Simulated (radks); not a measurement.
Question: All-electron atom: F4+ in [He] 2s2 2p1. Calculated with a radial shooting solver on a logarithmic mesh with Libxc functionals: scalar-relativistic Kohn-Sham, PBE, spin-polarised, spherical densities, point nucleus; open shells are filled with parallel spins first. Some entries of the table are withheld. Estimate them.

orbital  occ.  eigenvalue (eV)  <1/r> (bohr^-1)  <r> (bohr)
1s up       1        -777.6867            8.642      0.1759
1s down     1        -776.2894            8.652      0.1756
2s up       1              (1)            1.751      0.8349
2s down     1              (2)            1.730      0.8434
2p up       1        -100.8916            1.668      0.7682
2p down     0         -97.2741            1.651      0.7787

Answer: 
(1) 2s up eigenvalue (eV): -118.1927
(2) 2s down eigenvalue (eV): -114.7906
